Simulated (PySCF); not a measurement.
# Gold: a sound run and one with changed settings

Sound run: Au²⁺ [Xe] 4f14 5d9, Au³⁺ [Xe] 4f14 5d8. Computed with PySCF 2.14 in def2-SVP with the def2 core potential (60 electrons) (6s3p2d1f, 32 functions), with scalar relativity through the core potential. In the sound run the correlated levels freeze 5s2 5p6 outside the core potential. The sound run starts from symmetry-adapted Hartree-Fock orbitals and uses a fine grid where one is needed.

Changed run: initial guess atom, at most 50 SCF cycles, level shift 0.1 hartree.

```
species  method  sound run (hartree)  changed run (hartree)  converged
   Au²⁺     UHF           -133.80199             -133.80199        yes
   Au²⁺  r2SCAN           -134.64069             -134.64069        yes
   Au²⁺    BP86           -134.71062             -134.71110         no
   Au²⁺     MP2           -133.95616             -133.94891        yes
   Au³⁺     UHF           -132.66125             -132.66125        yes
   Au³⁺  r2SCAN           -133.44296             -133.44296        yes
   Au³⁺    BP86           -133.49806             -133.49806        yes
   Au³⁺     MP2           -132.77121             -132.76636        yes
```

Ionisation energy of Au²⁺:

```json
{"method": "UHF", "sound run (eV)": "31.041", "changed run (eV)": "31.041"}
{"method": "r2SCAN", "sound run (eV)": "32.592", "changed run (eV)": "32.592"}
{"method": "MP2", "sound run (eV)": "32.244", "changed run (eV)": "32.179"}
{"method": "SCS-MP2", "sound run (eV)": "32.152", "changed run (eV)": "32.091"}
```

A level shift leaves the converged SCF energy unchanged but raises the virtual orbital energies, which shrinks MP2 if it is not removed.

For comparison, NIST gives 30 ± 1.6 eV between the lowest levels.
